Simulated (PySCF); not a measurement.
SMILES F[SiH2]Br (H2BrFSi) (PBE/def2-SVP optimised geometry):

```
5

F      1.187    -0.712     0.000
Si    -0.445    -0.712     0.000
Br    -1.187     1.385     0.000
H     -0.915    -1.385     1.250
H     -0.913    -1.385    -1.250
```

Computed with PySCF with PBE/def2-TZVP.

Question: What are the frontier orbital energies and the dipole moment?

Answer: HOMO-2 -8.96 eV, HOMO-1 -7.74 eV, HOMO -7.46 eV, LUMO -1.08 eV, LUMO+1 -1.03 eV; dipole moment 1.30 D.

On the same geometry PBE0/def2-TZVP (PySCF 2.14.0) gives HOMO-2 -10.44 eV, HOMO-1 -9.04 eV, HOMO -8.76 eV, LUMO -0.21 eV, LUMO+1 -0.10 eV; dipole moment 1.43 D.

Meta-Löwdin charges at PBE/def2-TZVP: F1 -0.47, Si2 0.87, Br3 -0.23, H4 -0.09, H5 -0.09.
